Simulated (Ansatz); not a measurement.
Nb(O)(OH)3 (H3NbO4), SMILES [Nb](=[O])([OH])([OH])[OH], multiplicity 1.

Coordinates come from a B3LYP-D3(BJ)/def2-SVP optimisation. The spin state was assumed, not searched. The def2 effective core potentials stand for the cores of Nb; spin–orbit coupling is left out. One conformer was computed; it need not be the lowest.

Two levels are set side by side: PBE/def2-TZVPD (Ansatz, a first-principles code) and CAM-B3LYP/def2-TZVPD (Ansatz). Energy differences of separate SCF runs at the same geometry; the states with an electron removed or added have multiplicity 2 and 2. Differences are taken from unrounded values.

```json
[
 {"quantity": "vertical ionisation energy (eV)", "CAM-B3LYP": "11.74"},
 {"quantity": "vertical singlet–triplet gap (eV)", "CAM-B3LYP": "5.79"}
]
```

Problem. What does PBE give, and how far is it from CAM-B3LYP? (The exact figures need the calculation; the answer reports its results.)

Solution. 
```json
[
 {"quantity": "vertical ionisation energy (eV)", "PBE": "10.73", "PBE minus CAM-B3LYP": "-1.01"},
 {"quantity": "vertical singlet–triplet gap (eV)", "PBE": "5.96", "PBE minus CAM-B3LYP": "0.16"}
]
```
